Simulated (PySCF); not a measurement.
Identify the unknown among the candidates.

All candidates are C5H5ClF2.

| technique | computed result |
| --- | --- |
| 1H NMR | chemical shifts (computed TMS as zero) by class: 7.10 (1 H), 6.23 (1 H), 5.95 (1 H), 5.50 (2 H) ppm [GIAO PBE0/pcSseg-1] |
| Rotational structure | rotational constants A, B, C: 2.481, 1.168, 0.831 GHz [GFN2-xTB] |
| 13C NMR | chemical shifts (computed TMS as zero) by class: 166.5 (1 C), 131.9 (1 C), 129.3 (1 C), 129.0 (1 C), 81.7 (1 C) ppm [GIAO PBE0/pcSseg-1] |
| NMR, other nuclei | isotropic shieldings of nuclei other than C and H, by class: 303 (1 F), 412 (1 F), 783 (1 Cl) ppm [GIAO PBE0/pcSseg-1] |
| Polarisability | 83.2 au [PBE0/def2-SVPD] |
| UV, first state | lowest singlet excitation: 5.08 eV (244 nm, f = 0.537) [TDDFT PBE0/def2-SVPD] |

Gas-phase values; electronic properties from PySCF, density fitting. Levels stand in brackets. Geometry: GFN2-xTB, one conformer, isolated molecule. NMR classes are plain means over equivalent atoms (diastereotopic ones count apart unless rotation or inversion swaps them), as if these changed places fast.

Task: Which candidate is it?
A. `C=C/C(F)=C(\Cl)CF`
B. `FC1=C[C@@H](F)[C@H](Cl)C1`
C. `C#CCC(F)(F)CCl`
D. `C=C(/C=C(/F)Cl)CF`

Result: A. It is `C=C/C(F)=C(\Cl)CF`. Numbering: `[CH2:1]=[CH:2]/[C:3]([F:4])=[C:5](\[Cl:6])[CH2:7][F:8]`. Its formula, C5H5ClF2, gives 2 degrees of unsaturation: 0 rings and 2 π bonds in the structure found. 5 carbons fall into 5 classes; from least to most shielded: vinylic C–F carbon [C3] (166.5 ppm), alkene CH carbon [C2] (131.9 ppm), vinylic C–Cl carbon [C5] (129.3 ppm), terminal =CH2 carbon [C1] (129.0 ppm), sp3 C–F carbon [C7] (81.7 ppm). Hydrogen classes from least to most shielded: 1 H on an alkene CH carbon, C2 (7.10 ppm), 1 H on a terminal =CH2 carbon, C1 (6.23 ppm), 1 H on a terminal =CH2 carbon, C1 (5.95 ppm), 2 H on an sp3 C–F carbon, C7 (5.50 ppm, a mean of values up to 1.0 ppm apart in this geometry). The other shieldings belong to: 303 ppm, vinyl fluorine [F4]; 412 ppm, alkyl fluorine [F8]; 783 ppm, vinyl chlorine [Cl6]. S1 is mainly HOMO→LUMO (weight 0.95); the largest Löwdin shares of the orbital it empties are 0.24 on the vinylic C–Cl carbon, 0.19 on the vinyl chlorine, 0.17 on the vinylic C–F carbon and 0.16 on the terminal =CH2 carbon, of the orbital it fills 0.25 on the terminal =CH2 carbon, 0.20 on the vinylic C–Cl carbon, 0.16 on the alkene CH carbon and 0.15 on the vinylic C–F carbon. The optimised geometry has point group C1 and is an asymmetric top.

The others, at the same levels:
- `C=C(/C=C(/F)Cl)CF` fails: its computed 13C shifts are 158.9 (1 C), 144.3 (1 C), 122.9 (1 C), 115.1 (1 C), 86.6 (1 C) ppm, 1H shifts are 6.39 (1 H), 5.81 (1 H), 5.67 (2 H), 5.52 (1 H) ppm and rotational constant A is 2.843 GHz (against 2.481 GHz).
- `FC1=C[C@@H](F)[C@H](Cl)C1` fails: its computed lowest singlet excitation is 6.79 eV (183 nm, f = 0.046) (against 5.08 eV), static isotropic polarisability is 70.0 au (against 83.2 au) and rotational constant A is 2.177 GHz (against 2.481 GHz).
- `C#CCC(F)(F)CCl` fails: its computed 13C shifts are 129.8 (1 C), 81.9 (1 C), 79.2 (1 C), 50.9 (1 C), 27.7 (1 C) ppm, 1H shifts are 4.09 (2 H), 3.18 (2 H), 1.53 (1 H) ppm and lowest singlet excitation is 6.67 eV (186 nm, f = 0.000) (against 5.08 eV).

Each candidate is one conformer, not necessarily the lowest. The conformers computed, where there is a choice (atom-mapped SMILES and torsion angles):
- `[CH2:1]=[CH:2]/[C:3]([F:4])=[C:5](\[Cl:6])[CH2:7][F:8]`: C1–C2–C3–F4 0°, C3–C5–C7–F8 -117°
- `[CH2:1]=[C:2](/[CH:3]=[C:4](/[F:5])[Cl:6])[CH2:7][F:8]`: C1–C2–C3–C4 180°, C1–C2–C7–F8 0°
- `[CH:1]#[C:2][CH2:3][C:4]([F:5])([F:6])[CH2:7][Cl:8]`: C2–C3–C4–F5 180°, C3–C4–C7–Cl8 53°

The conformers of `FC1=C[C@@H](F)[C@H](Cl)C1` aren't listed.
